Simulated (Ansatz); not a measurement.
C$_{2}$H$_{2}$ClFSi, SMILES `C#C[SiH](F)Cl`. Charge 0, multiplicity 1.

```xyz
7

C     1.5664   -1.2036   -0.2589
C     0.6085   -0.4957   -0.0754
Si   -0.8031    0.5884    0.2384
F    -2.1191   -0.2928    0.3133
Cl   -1.0023    1.9074   -1.2939
H     2.4124   -1.8314   -0.4256
H    -0.6628    1.3277    1.5021
```

(1) What are the harmonic wavenumbers in cm⁻¹ at PBE0-D4/def2-TZVP (Ansatz, finite differences of forces, unscaled)? (An estimate is asked.)

(2) Is this a minimum?

(3) Give the ideal-gas thermochemistry at 298.15 K and 1 bar (rigid rotor, harmonic oscillator; point group C1, symmetry number 1).

(4) Rotational constants (cm⁻¹)?

Results:

(1) Computed: 114, 162, 241, 337, 385, 557, 670, 745, 752, 823, 830, 927, 2174, 2305, 3463.

(2) Yes, all 15 modes are real.

(3) Zero-point energy 86.6 kJ/mol; H(298) − E = 105.0 kJ/mol; entropy 330.6 J/(mol·K), of which translation 167.3, rotation 114.5, vibration 48.8; G(298) − E = 6.4 kJ/mol.

(4) 0.1483, 0.07596, 0.05436.
